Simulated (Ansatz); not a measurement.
## Ansatz (development build ahead of 0.2.0) run

```yaml
crystal:
  periodic: [false, false, false]
  atoms:
    - { symbol: Mg, position_ang: [-0.93803, -0.98901, -1.0056] }
    - { symbol: O, position_ang: [-1.0142, -0.95872, 1.00142] }
    - { symbol: O, position_ang: [-0.96884, 1.00743, -1.01255] }
    - { symbol: Mg, position_ang: [-0.94428, 0.99131, 1.01093] }
    - { symbol: O, position_ang: [0.97057, -0.98441, -0.92609] }
    - { symbol: Mg, position_ang: [0.9422, -1.01274, 0.97455] }
    - { symbol: Mg, position_ang: [1.01454, 0.96524, -1.00401] }
    - { symbol: O, position_ang: [0.96825, 0.96491, 1.0235] }
basis:
  gaussian: { orbitals: def2-SVP }
hamiltonian:
  xc: hf
correlation:
  method: mp2
  frozen_orbitals: { Mg: 1, O: 1 }
```

The input is written out in the form of the current development build from the run's settings.

Results

```
Converged                       : yes
Reference energy                : -1097.64195 hartree
Correlation energy              : -0.91928 hartree
Total energy                    : -1098.56123 hartree
Spin squared of the determinant : 0.000
```
